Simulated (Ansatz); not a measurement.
## A barrier at the coupled-cluster level

Start structure (TiHClF4, closed shell), relaxed at PBE0-D4/def2-TZVP:

```
7
angstrom
Ti -0.5085 -0.7715 0.0200
F 1.2305 -0.8027 -0.1796
F -1.0332 -2.4287 -0.0003
F -1.3126 0.0214 -1.3038
F -0.9862 -0.1172 1.5600
H 1.8798 1.7772 -0.1251
Cl 0.7301 2.3215 0.0287
```

The step: TiF₄ ([F][Ti]([F])([F])[F]) + HCl → TiClF₃ ([F][Ti]([F])([F])[Cl]) + HF; bonds formed: Ti1–Cl7, F2–H6; bonds broken: Ti1–F2, H6–Cl7. Computed with Ansatz 0.2.0 (basis: def2-TZVPP and def2-QZVPP); correlated methods freeze the cores. Extrapolation: Hartree–Fock as exp(−7.88 √X), correlation as X^−2.97. Energies below are by CCSD(T) at an estimated basis limit (MP2 extrapolated from triple and quadruple zeta, plus CCSD(T) − MP2 in triple zeta).

Task: What are the electronic barrier and the energy of the step, from the start structure to the end structure? (Judge from chemistry; the value comes from the calculation.)

Result: By the calculation: Barrier 14.76 kcal/mol; step energy 2.15 kcal/mol (uphill); reverse barrier, their difference, 12.60 kcal/mol. Barrier and step energy count from the start structure, the reverse barrier from the end structure.

The saddle point: One imaginary mode of 474i cm⁻¹.
| pair | start (Å) | saddle (Å) | end (Å) |
| --- | --- | --- | --- |
| Ti1–Cl7 | 3.33 | 2.53 | 2.22 |
| F2–H6 | 2.66 | 1.17 | 0.93 |
| Ti1–F2 | 1.75 | 1.97 | 2.51 |
| H6–Cl7 | 1.28 | 1.52 | 2.52 |

Zero-point energy (harmonic, PBE0-D4): ZPE is 11.04 kcal/mol at the start and 10.59 kcal/mol at the saddle, so the barrier goes from 14.76 to 14.31 kcal/mol.

No T1 diagnostic of these runs exceeds 0.023.

Labels in which every atom is bracketed show which atoms are joined, not bond orders.

For scale, one of the runs: CCSD(T)/def2-TZVPP, 244 basis functions, launched by `ansatz run in.yaml --threads 8 --pin off --events-out ev --progress --plain --max-ram 19148MiB`. Hardware: 8 CPU threads of an Arm Neoverse V2, shared host. Wall time 3.5 min; peak host memory 5.8 GiB.
